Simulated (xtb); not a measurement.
xtb input (GFN2-xTB):

```bash
xtb mol.xyz --gfn 2 --ohess tight --chrg 1 --uhf 0
```
mol.xyz:
```
4

Sn    -0.02022299     0.02471168     0.79030775
Br    -1.88388020    -1.50203941    -0.21502407
Br    -0.36517651     2.41206296    -0.23396149
Br     2.21878428    -0.87946072    -0.28349875
```

Output:

```
           -------------------------------------------------
          |                Calculation Setup                |
           -------------------------------------------------

           -------------------------------------------------
          |                 G F N 2 - x T B                 |
           -------------------------------------------------

        Reference                      10.1021/acs.jctc.8b01176
      * Hamiltonian:
        H0-scaling (s, p, d)           1.850000    2.230000    2.230000
        zeta-weighting                 0.500000
      * Dispersion:
        s8                             2.700000
        a1                             0.520000
        a2                             5.000000
        s9                             5.000000
      * Repulsion:
        kExp                           1.500000    1.000000
        rExp                           1.000000
      * Coulomb:
        alpha                          2.000000
        third order                    shell-resolved
        anisotropic                    true
        a3                             3.000000
        a5                             4.000000
        cn-shift                       1.200000
        cn-exp                         4.000000
        max-rad                        5.000000

          ...................................................
          :                      SETUP                      :
          :.................................................:
          :  # basis functions                  40          :
          :  # atomic orbitals                  36          :
          :  # shells                           12          :
          :  # electrons                        24          :
          :  max. iterations                   250          :
          :  Hamiltonian                  GFN2-xTB          :
          :  restarted?                      false          :
          :  GBSA solvation                  false          :
          :  PC potential                    false          :
          :  electronic temp.          300.0000000     K    :
          :  accuracy                    1.0000000          :
          :  -> integral cutoff          0.2500000E+02      :
          :  -> integral neglect         0.1000000E-07      :
          :  -> SCF convergence          0.1000000E-05 Eh   :
          :  -> wf. convergence          0.1000000E-03 e    :
          :  Broyden damping             0.4000000          :
          :  net charge                          1          :
          :  unpaired electrons                  0          :
          ...................................................

 iter      E             dE          RMSdq      gap      omega  full diag
   1    -10.1260463 -0.101260E+02  0.338E+01    0.14       0.0  T
   2     -6.9766162  0.314943E+01  0.533E+01    8.68       1.0  T
   3    -13.2406437 -0.626403E+01  0.157E+01    0.77       1.0  T
   4    -13.6262716 -0.385628E+00  0.112E+01    0.66       1.0  T
   5    -13.7326599 -0.106388E+00  0.109E+01    0.46       1.0  T
   6    -13.8074817 -0.748218E-01  0.101E+01    0.49       1.0  T
[...]

Topologies differ in total number of bonds
Writing topology from bond orders to xtbtopo.mol

molecular dipole:
                 x           y           z       tot (Debye)
 q only:       -0.023       0.027       0.028
   full:       -0.024       0.025       0.028       0.114
molecular quadrupole (traceless):
                xx          xy          yy          xz          yz          zz
 q only:        2.306      -0.004       2.311      -0.088       0.010      -4.616
  q+dip:        1.085       0.006       1.075      -0.042       0.005      -2.160
   full:       -0.994       0.008      -1.006       0.036      -0.003       2.000

           -------------------------------------------------
          |                Geometry Summary                 |
           -------------------------------------------------

      molecular mass/u    :      358.4206959
   center of mass at/Å    :       -0.0126052       0.0138466       0.0144893
  moments of inertia/u·Å² :        0.7676450E+03   0.7677335E+03   0.1535379E+04
rotational constants/cm⁻¹ :        0.2196019E-01   0.2195766E-01   0.1097946E-01

           -------------------------------------------------
          |               Frequency Printout                |
           -------------------------------------------------
 projected vibrational frequencies (cm⁻¹)
eigval :       -0.00    -0.00    -0.00    -0.00     0.00     0.00
eigval :       42.33    42.39    47.63   145.04   228.76   229.00
 reduced masses (amu)
   1: 90.86   2: 86.61   3: 83.91   4: 85.50   5: 87.59   6: 83.50   7: 85.52   8: 85.52
   9:105.86  10: 79.90  11:100.24  12:100.24
 IR intensities (km·mol⁻¹)
   1:  2.34   2:  1.39   3:  0.85   4:  1.18   5:  1.61   6:  0.76   7:  7.34   8:  7.43
   9: 10.64  10:  0.00  11: 17.64  12: 17.66
 Raman intensities (Ä⁴*amu⁻¹)
   1:  0.00   2:  0.00   3:  0.00   4:  0.00   5:  0.00   6:  0.00   7:  0.00   8:  0.00
   9:  0.00  10:  0.00  11:  0.00  12:  0.00
 output can be read by thermo (or use thermo option).
 writing <g98.out> molden fake output.
 recommended (thermochemical) frequency scaling factor: 1.0
           -------------------------------------------------
          |             Thermodynamic Functions             |
           -------------------------------------------------

d3h symmetry found (for desy threshold:  0.10E+00) used in thermo

          ...................................................
          :                      SETUP                      :
          :.................................................:
          :  # frequencies                           6      :
          :  # imaginary freq.                       0      :
          :  linear?                             false      :
          :  only rotor calc.                    false      :
          :  symmetry                              d3h      :
          :  rotational number                       6      :
          :  scaling factor                  1.0000000      :
          :  rotor cutoff                   50.0000000 cm⁻¹ :
Note: The following floating-point exceptions are signalling: IEEE_DENORMAL
normal termination of xtb
          :  imag. cutoff                  -20.0000000 cm⁻¹ :
          :.................................................:

    mode    ω/cm⁻¹     T·S(HO)/kcal·mol⁻¹    T·S(FR)/kcal·mol⁻¹   T·S(vib)
   ------------------------------------------------------------------------
       1     42.33    -1.53458 ( 33.93%)    -1.10578 ( 66.07%)    -1.25129
       2     42.39    -1.53379 ( 34.05%)    -1.10538 ( 65.95%)    -1.25127
       3     47.63    -1.46490 ( 45.17%)    -1.07081 ( 54.83%)    -1.24881
       4    145.04    -0.81583 ( 98.61%)    -0.74102 (  1.39%)    -0.81478
       5    228.76    -0.56309 ( 99.77%)    -0.60604 (  0.23%)    -0.56319
       6    229.00    -0.56253 ( 99.77%)    -0.60573 (  0.23%)    -0.56263
   ------------------------------------------------------------------------

   temp. (K)  partition function   enthalpy   heat capacity  entropy
                                   cal/mol     cal/K/mol   cal/K/mol   J/K/mol
 298.15  VIB   633.                 2652.837      9.582     19.092
         ROT  0.383E+06              888.752      2.981     28.529
         INT  0.242E+09             3541.590     12.563     47.620
         TR   0.657E+28             1481.254      4.968     43.503
         TOT                        5022.8437    17.5313    91.1235   381.2606

       T/K    H(0)-H(T)+PV         H(T)/Eh          T*S/Eh         G(T)/Eh
   ------------------------------------------------------------------------
    298.15    0.800441E-02    0.967921E-02    0.432957E-01   -0.336165E-01
   ------------------------------------------------------------------------

         :::::::::::::::::::::::::::::::::::::::::::::::::::::
         ::                  THERMODYNAMIC                  ::
         :::::::::::::::::::::::::::::::::::::::::::::::::::::
         :: total free energy         -14.036800375017 Eh   ::
         ::.................................................::
         :: total energy              -14.003183887832 Eh   ::
         :: zero point energy           0.001674803807 Eh   ::
         :: G(RRHO) w/o ZPVE           -0.035291290992 Eh   ::
         :: G(RRHO) contrib.           -0.033616487184 Eh   ::
         :::::::::::::::::::::::::::::::::::::::::::::::::::::

optimized geometry written to: xtbopt.xyz

           -------------------------------------------------
          | TOTAL ENERGY              -14.003183887832 Eh   |
          | TOTAL ENTHALPY            -13.993504673078 Eh   |
          | TOTAL FREE ENERGY         -14.036800375017 Eh   |
          | GRADIENT NORM               0.000148789934 Eh/α |
          | HOMO-LUMO GAP               0.918945395112 eV   |
           -------------------------------------------------

------------------------------------------------------------------------
------------------------------------------------------------------------
 total:
 SCF:
 ANC optimizer:
 analytical hessian:
```
